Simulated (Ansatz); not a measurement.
A search over several starts for the lowest SCF solution of the cluster Zn3⁺ at the given spin, in a small basis.

```yaml
crystal:
  periodic: [false, false, false]
  atoms:
    - {symbol: Zn, position_ang: [0.467174, 1.630003, 0.173502]}
    - {symbol: Zn, position_ang: [-1.439047, -0.390812, -0.825307]}
    - {symbol: Zn, position_ang: [0.971872, -1.239191, 0.651805]}
basis:
  gaussian: {orbitals: def2-SVP}
total_charge: 1
magnetization: {spin_polarized: true, initial_magnetization: 1}
hamiltonian: {xc: pbe0}
output: {orbitals: {seedname: orbitals}}
```

```sh
$ ansatz run in.yaml --threads 4 --pin off --events-out ev --progress --plain --max-ram 3916MiB
```

Shortened log:

```
Functional definition: PBE0
891 factors; integrals over basis functions are off by at most 5.7e-4 eV
mean field evaluation 1: about -145209.9929 eV, gradient 1.2e1 eV
mean field evaluation 2: about -145210.0695 eV, gradient 1.3e1 eV
mean field evaluation 4: about -145210.4767 eV, gradient 2.5e-1 eV
mean field evaluation 8: about -145210.5018 eV, gradient 1.1e-1 eV
mean field evaluation 16: about -145210.5019 eV, gradient 3.4e-3 eV
mean field evaluation 32: about -145210.5021 eV, gradient 2.2e-2 eV
mean field evaluation 64: about -145210.5018 eV, gradient 9.1e-7 eV
mean field -145210.50216236 eV, -5336.3875272534 hartree, gradient 6.7e-6 eV, S^2 0.773079; 4 other end points of the search recorded, 0 dependent functions left out
reference -145210.50219855 eV, -5336.3875285832 hartree; 45, 44 occupied and 48, 49 virtual orbitals, 891 factors
Total energy: -145210.50219855 eV, -5336.3875285832 hartree
```

Hardware: 4 threads of AMD EPYC 9B45 on a shared host. Wall time 9 s.

The structure comes from a short search, and lower isomers may exist.
